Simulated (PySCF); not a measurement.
Static polarisabilities and like-pair C6 coefficients by linear response at CAM-B3LYP/def2-SVPD (PySCF, frozen core in the response, non-relativistic, gas phase), PBE0-D3(BJ)/def2-SVP geometries, one conformer each; atomic units unless stated.

| species | electrons | α |
| --- | --- | --- |
| `OCCCCCO` | 58 | 72.2 |
| `[SiH2]=S` | 32 | 50.5 |
| `B1C=CC=CN1` | 42 | 68.1 |
| `C1[C@H](B(C)C)C(=O)O1` | 60 | 76.6 |
| `C=P/C=C\C` | 46 | 80.3 |
| `CC1=C[Si@@H](C)C=C[SiH2]1` | 76 | 122.8 |

Problem. Estimate each like-pair C6, largest first.

Solution. 
```csv
species,C6,ω̄ = 4·C6/(3α²) (eV)
`CC1=C[Si@@H](C)C=C[SiH2]1`,5406,13.0
`C1[C@H](B(C)C)C(=O)O1`,2600,16.1
`OCCCCCO`,2420,16.9
`C=P/C=C\C`,2116,11.9
`B1C=CC=CN1`,1698,13.3
`[SiH2]=S`,772.9,11.0
```

The order departs from that of α, because the effective excitation energy in the last column differs. London's effective excitation energy ω̄ runs from 11.0 to 16.9 eV here.
